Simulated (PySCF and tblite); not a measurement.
Values are calculated unless marked as measured or tabulated.
2 diastereomers of C₆H₁₄OSi, numbered alike:

```
isomer                                                        SMILES  descriptors (one enantiomer)
     A   [CH3:1][O:2][C@H:3]1[CH2:4][CH2:5][C@H:6]([CH3:7])[SiH2:8]1                        3R, 6S
     B  [CH3:1][O:2][C@@H:3]1[CH2:4][CH2:5][C@H:6]([CH3:7])[SiH2:8]1                        3S, 6S
```

Each isomer is a Boltzmann average at 298.15 K over at most 6 conformers: GFN2-xTB geometries, energies PBE0/6-31G* (D3(BJ) added where defined), GIAO shieldings PBE0/6-31G*, GFN2-xTB thermal terms. Programs: PySCF with density fitting and tblite.

What shifts does each isomer give (ppm; of two unlike H on one atom, a is the less shielded)?


A: ¹H (against TMS): 3.74 (H3, 1H), 3.41 (H1, 3H), 2.18 (H5a, 1H), 2.06 (H4a, 1H), 1.95 (H4b, 1H), 1.71 (H6, 1H), 1.46 (H5b, 1H), 1.17 (H7, 3H). ¹³C (against TMS): 74.9 (C3), 57.8 (C1), 34.6 (C4), 34.3 (C5), 19.7 (C7), 19.1 (C6). ²⁹Si (against TMS): -2.6 (Si8).

B: ¹H (against TMS): 3.61 (H3, 1H), 3.41 (H1, 3H), 2.30 (H4a, 1H), 1.94 (H5a, 1H), 1.84 (H5b, 1H), 1.51 (H4b, 1H), 1.48 (H6, 1H), 1.36 (H7, 3H). ¹³C (against TMS): 75.0 (C3), 57.1 (C1), 36.5 (C4), 35.2 (C5), 21.3 (C6), 19.6 (C7). ²⁹Si (against TMS): -3.5 (Si8). H not on carbon is left out.

Unscaled ²⁹Si shifts at such levels can be off by tens of ppm; differences between conformers or isomers are more reliable. Shifts are unscaled: against experiment ¹³C can be off by 15 ppm or more and ¹H by 0.8 ppm.
